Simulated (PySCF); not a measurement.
## Field gradients at the hydrogen positions

Species: C8H18N2.
Structure used (PBE0-D3(BJ)/def2-SVP), in Å, numbered top down from 1:
```xyz
28
C8H18N2 angstrom
C      1.230    1.797   -1.604
N      0.398    1.631   -0.438
N      0.488    0.374    0.170
C     -0.787    0.007    0.759
C     -1.876   -0.230   -0.282
C     -3.222   -0.442    0.396
C     -1.518   -1.390   -1.201
C      1.595    0.235    1.062
C      2.925   -0.207    0.523
C      2.103   -1.141    1.358
H      0.961    1.035   -2.351
H      1.025    2.786   -2.043
H      2.320    1.726   -1.420
H      0.575    2.374    0.245
H     -0.630   -0.916    1.342
H     -1.128    0.782    1.481
H     -1.926    0.692   -0.887
H     -3.496    0.413    1.034
H     -3.208   -1.343    1.034
H     -4.025   -0.577   -0.345
H     -0.522   -1.243   -1.643
H     -2.249   -1.496   -2.018
H     -1.501   -2.343   -0.644
H      1.622    0.955    1.902
H      2.975   -0.418   -0.547
H      3.831    0.230    0.952
H      2.424   -1.363    2.379
H      1.607   -1.967    0.842
```

Level: PBE0/pcSseg-1 (PySCF, non-relativistic); Q(2H) = 0.00286 b; rigid geometry, the same for H and D, with no vibrational averaging.

Question: Rank these positions by the coupling χzz of a deuteron there, largest first.
A. H26 (methylene hydrogen)
B. H16 (methylene hydrogen)
C. H24 (methine hydrogen)
D. H20 (methyl hydrogen)
E. H14 (N–H hydrogen)

Answer: E (246 kHz), A (206 kHz), D (197 kHz), C (188 kHz), B (179 kHz).

Q: Give the electric field gradient Vzz (the principal value of largest size), its asymmetry and the 2H coupling at each hydrogen.

A: 
```csv
atom,bonded to,bond length (Å),Vzz (au),η,χzz (kHz)
H11,C1,1.100,0.2891,0.05,194
H12,C1,1.101,0.2881,0.06,194
H13,C1,1.108,0.2742,0.05,184
H14,N2,1.025,0.3655,0.22,246
H15,C4,1.103,0.2805,0.06,188
H16,C4,1.113,0.2657,0.07,179
H17,C5,1.103,0.2781,0.03,187
H18,C6,1.102,0.2918,0.02,196
H19,C6,1.104,0.2880,0.02,194
H20,C6,1.101,0.2930,0.02,197
H21,C7,1.100,0.2931,0.02,197
H22,C7,1.101,0.2936,0.02,197
H23,C7,1.104,0.2884,0.02,194
H24,C8,1.106,0.2796,0.13,188
H25,C9,1.092,0.3079,0.06,207
H26,C9,1.093,0.3070,0.07,206
H27,C10,1.093,0.3076,0.07,207
H28,C10,1.093,0.3057,0.06,205
```

Q: Average by the element that carries the hydrogen.

A: on C: 195 kHz over 17 positions, mean bond length 1.101 Å; on N: 246 kHz over 1 position, mean bond length 1.025 Å.

Q: How does χzz go with the bond length over the 17 C–H bonds?

A: A straight-line fit has a slope of -13.7 kHz for each 0.01 Å, with a correlation coefficient of -0.97, over lengths from 1.092 to 1.113 Å. The longer bonds have the smaller couplings here.

Q: Give the 2H NMR doublet splittings at H16 for a magnetic field along the z, y and x axes of the gradient: 3χ/2, 3χ(1 + η)/4, 3χ(1 − η)/4.

A: With |χ| = 178.5 kHz and η = 0.073: 268, 144 and 124 kHz, to first order and without motion.

Isolated species at its PBE0-D3(BJ)/def2-SVP geometry (one conformer only). With so small a basis the couplings can be 20 % off.

These values come from a run that also computed NMR shieldings. The run took 69 s on one thread, Arm Neoverse V2 (aarch64), on a shared host, and the process peaked at 1.3 GiB of memory.
